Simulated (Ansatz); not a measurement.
C2H9AlSSi. The species carries charge 0 and has multiplicity 1. The bonds changed during the relaxation, so this is another structure than the one it started from. The structure was optimised at the PBE0-D4/def2-TZVP level. It is one conformer, not always the lowest.

```xyz
14

C    -2.056   -0.135    1.013
S    -0.522   -1.026    0.629
Si    0.485    0.508   -0.715
C     1.360   -0.455   -2.065
Al    1.115    0.530    1.601
H    -2.470   -0.566    1.923
H    -2.755   -0.261    0.187
H    -1.859    0.924    1.176
H    -0.693    1.220   -1.297
H     1.898    0.241   -2.715
H     0.658   -1.026   -2.675
H     2.094   -1.140   -1.634
H     2.436   -0.270    1.965
H     0.309    1.456    2.608
```

**Question.** What is the dipole moment at PBE/def2-TZVPP? (Best estimate.)

**Answer.** The calculation gave: 2.27 D, with components (-1.63, -0.12, -1.57) D in this frame, pointing from negative to positive charge.

**Question.** And with r2SCAN, B3LYP, ωB97M-V? (An estimate is asked.)

**Answer.** Computed: r2SCAN 2.34 D, B3LYP 2.20 D, ωB97M-V 2.15 D.

**Question.** Give the Mulliken charges with PBE, ωB97M-V, r2SCAN in def2-TZVPP. (Best estimate.)

**Answer.** Computed: 
```csv
atom,PBE,ωB97M-V,r2SCAN
C1,-0.25,-0.34,-0.13
S2,-0.13,-0.12,-0.16
Si3,0.09,0.09,0.11
C4,-0.35,-0.41,-0.28
Al5,0.25,0.25,0.38
H6,0.13,0.15,0.09
H7,0.13,0.15,0.09
H8,0.13,0.15,0.10
H9,-0.06,-0.02,-0.08
H10,0.11,0.12,0.08
H11,0.11,0.12,0.08
H12,0.12,0.13,0.08
H13,-0.13,-0.12,-0.18
H14,-0.14,-0.13,-0.18
```

B3LYP here is the variant with VWN-RPA as its local correlation; programs differ in this.
